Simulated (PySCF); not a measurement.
Gas-phase reaction: 4 Ga(CH3)3 + CH4 → 4 GaH(CH3)2 + CH3C(CH3)2CH3

Energies from PySCF, thermal terms from the rigid-rotor harmonic-oscillator model, ideal gas at 1 bar. † marks an energy on the PBE0/def2-TZVP geometry and frequencies; other levels use their own. MP2 freezes the core. 6-31G* has spherical d functions here. All species are closed-shell singlets. Ga: all electrons, no relativistic terms. Methyl groups turn as free rotors in Ga(CH3)3, GaH(CH3)2. GaH(CH3)2: computed as isolated molecules; such fragments, hydroxides, amides, oligomers or adducts are transient or little studied in the gas. MP2 isn't extrapolated to the basis-set limit; its ΔH°(298 K) is 79.7 kJ in def2-SVP and 133.0 kJ in def2-TZVPP. The harmonic model lacks anharmonicity and excited electronic states, which grow with temperature; levels with a mode under 35 cm⁻¹ are left out. Internal rotation in CH3C(CH3)2CH3 is treated as a harmonic vibration of one conformer, which makes the entropy rough.

```
level               ΔE electronic, kJ  ΔH°(298 K), kJ  ΔS°(298 K), J/K  ΔG°(1200 K), kJ
------------------  -----------------  --------------  ---------------  ---------------
BLYP/def2-TZVP†                   143             133              -27              163
HF/6-31G*                          83              74              -28              105
M06-2X/def2-TZVP†                 142             132              -27              162
MP2/def2-SVP†                      89              80              -27              109
PBE/def2-SVP                      102              93              -29              125
PBE/def2-TZVP†                    133             124              -27              153
PBE0/def2-SVP†                     99              90              -27              120
PBE0/def2-TZVP                    125             116              -27              145
r2SCAN/def2-TZVP†                 130             121              -27              150
ωB97X-V/def2-TZVP†                113             103              -27              133
```
ΔH° is lowest at HF/6-31G* and highest at BLYP/def2-TZVP†. No reference value is set beside these.
